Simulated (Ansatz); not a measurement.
Ge(CF3)2H2 (C2H2F6Ge), relaxed as a singlet with RKS r2SCAN-D4/def2-SVP in Ansatz, starting from the GFN2-xTB geometry. Force threshold 0.02 eV/Å.

Start:

```xyz
11

Ge    0.143   -0.772    0.416
C     1.496    0.320   -0.601
F     2.731   -0.190   -0.470
F     1.548    1.585   -0.169
F     1.225    0.354   -1.912
C    -1.599    0.234    0.304
F    -1.984    0.423   -0.965
F    -1.518    1.438    0.882
F    -2.589   -0.430    0.919
H     0.564   -0.862    1.851
H    -0.016   -2.101   -0.255
```

(1) Estimate the energy that the relaxation releases and the steps that it takes.

(2) Does the start keep its bonding and symmetry?

(3) Predict the relaxed structure.

## Answers

(1) 0.03 eV, in 4 steps; 9 s on 4 threads of Arm Neoverse V2 on a shared host. No frequencies were taken in this run, so the end may be a saddle point.

(2) By distances, no bond broke or formed. The bond that changes most is Ge1–H10, from 1.50 to 1.53 Å (atoms count from 1).

(3) 
Cartesian coordinates in Å:
```
Ge 0.1413 -0.7617 0.4123
C 1.4761 0.3182 -0.5962
F 2.7134 -0.1998 -0.4717
F 1.5199 1.5854 -0.1481
F 1.1859 0.3617 -1.9085
C -1.5787 0.2343 0.2960
F -1.9509 0.4241 -0.9825
F -1.4871 1.4441 0.8757
F -2.5710 -0.4366 0.9125
H 0.5690 -0.8489 1.8751
H -0.0179 -2.1207 -0.2647
```
Bond lengths: 6 × C–F 1.34 to 1.35 Å; 2 × C–Ge 1.99 Å; 2 × Ge–H 1.53 Å.
